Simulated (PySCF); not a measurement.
Molfile (atoms numbered from 1):
```
C4H10BCl2NSi
     RDKit          3D

 19 19  0  0  0  0  0  0  0  0999 V2000
    0.3379    0.4192   -1.8345 Si  0  0  0  0  0  4  0  0  0  0  0  0
   -0.8484   -0.6907   -1.2365 N   0  0  0  0  0  0  0  0  0  0  0  0
   -0.9268   -1.2189    0.1056 C   0  0  0  0  0  0  0  0  0  0  0  0
   -2.4310   -1.2087    0.4112 C   0  0  0  0  0  0  0  0  0  0  0  0
   -3.1162   -1.3518   -0.9666 C   0  0  1  0  0  0  0  0  0  0  0  0
   -4.0984   -0.2102   -1.3695 B   0  0  0  0  0  0  0  0  0  0  0  0
   -3.7382    1.4680   -0.9944 Cl  0  0  0  0  0  0  0  0  0  0  0  0
   -5.5382   -0.5413   -2.3187 Cl  0  0  0  0  0  0  0  0  0  0  0  0
   -1.9252   -1.2693   -1.9888 C   0  0  0  0  0  0  0  0  0  0  0  0
   -0.2826    1.1761   -2.9638 H   0  0  0  0  0  0  0  0  0  0  0  0
    0.7285    1.3314   -0.7165 H   0  0  0  0  0  0  0  0  0  0  0  0
    1.5977   -0.2120   -2.3530 H   0  0  0  0  0  0  0  0  0  0  0  0
   -0.5299   -2.2537    0.1624 H   0  0  0  0  0  0  0  0  0  0  0  0
   -0.3417   -0.6063    0.8094 H   0  0  0  0  0  0  0  0  0  0  0  0
   -2.7252   -2.0136    1.1002 H   0  0  0  0  0  0  0  0  0  0  0  0
   -2.7012   -0.2529    0.8831 H   0  0  0  0  0  0  0  0  0  0  0  0
   -3.6160   -2.3253   -1.0740 H   0  0  0  0  0  0  0  0  0  0  0  0
   -1.6978   -2.2939   -2.3459 H   0  0  0  0  0  0  0  0  0  0  0  0
   -2.1453   -0.6667   -2.8872 H   0  0  0  0  0  0  0  0  0  0  0  0
  1  2  1  0
  2  3  1  0
  3  4  1  0
  4  5  1  0
  5  6  1  0
  6  7  1  0
  6  8  1  0
  5  9  1  0
  9  2  1  0
  1 10  1  0
  1 11  1  0
  1 12  1  0
  3 13  1  0
  3 14  1  0
  4 15  1  0
  4 16  1  0
  5 17  1  1
  9 18  1  0
  9 19  1  0
M  END
```

Geometry: PBE0-D3(BJ)/def2-SVP; GIAO absolute shieldings from PySCF 2.14.0 with density-fitted response routines, gas phase, non-relativistic, averaged over equivalent atoms.

At HF/pcSseg-1 (224 basis functions, 25 s wall time on 1 thread of an Arm Neoverse V2, shared host):
```csv
atoms,σ (ppm)
Si1,441.2
N2,249.8
C3,144.7
C9,146.0
C5,159.9
C4,163.6
B6,50.1
Cl7/Cl8,783.6
H10/H11/H12,27.49
H14,28.71
H18,29.05
H13,29.27
H19,29.27
H16,30.00
H17,30.18
H15,30.22
```

Q: Predict the values at PBE0/pcSseg-1 on the same geometry.

A: 
| atoms | σ at PBE0/pcSseg-1 | change |
| --- | --- | --- |
| Si1 | 400.9 | -40.3 |
| N2 | 226.7 | -23.1 |
| C3 | 131.2 | -13.5 |
| C9 | 130.4 | -15.6 |
| C5 | 145.6 | -14.3 |
| C4 | 151.8 | -11.8 |
| B6 | 35.6 | -14.5 |
| Cl7/Cl8 | 690.0 | -93.6 |
| H10/H11/H12 | 26.59 | -0.90 |
| H14 | 28.07 | -0.64 |
| H18 | 28.23 | -0.82 |
| H13 | 28.53 | -0.74 |
| H19 | 28.45 | -0.82 |
| H16 | 29.39 | -0.61 |
| H17 | 29.38 | -0.80 |
| H15 | 29.59 | -0.63 |

The largest change is at Cl7/Cl8 (chlorine bonded to B). Cost: 224 basis functions, 58 s wall time on 1 thread of an Arm Neoverse V2, shared host. The order of the carbon signals changes between the two levels.

A carbon bonded to boron is broadened by the quadrupolar boron nucleus and is often missing from a measured spectrum.
